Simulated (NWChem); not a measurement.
# CH4BCl; SMILES CBCl

```xyz
7

B     -0.5959     0.4378     0.0017
H     -1.8025     0.4815     0.0028
Cl     0.1078    -1.1701     0.0003
C      0.2836     1.7189     0.0019
H      0.0144     2.3380     0.8765
H      0.0202     2.3353    -0.8762
H      1.3670     1.5389     0.0058
```
Atoms are numbered in this order, from 1.

All runs use the structure optimised with PBE0/def2-SVP.

Task: Give the principal values of the shielding tensors (ppm) of B1, Cl3, C4 from PBE0/pcSseg-1, GIAO (NWChem), with their diamagnetic and paramagnetic parts as GIAO splits them.

Result: 
```json
[
 {"atom": "B1", "σ11": "-46.0", "σ22": "12.3", "σ33": "105.1", "isotropic": "23.8", "diamagnetic": "192.4", "paramagnetic": "-168.6"},
 {"atom": "Cl3", "σ11": "277.9", "σ22": "606.3", "σ33": "999.5", "isotropic": "627.9", "diamagnetic": "1148.3", "paramagnetic": "-520.4"},
 {"atom": "C4", "σ11": "140.6", "σ22": "173.7", "σ33": "185.4", "isotropic": "166.5", "diamagnetic": "253.6", "paramagnetic": "-87.0"}
]
```
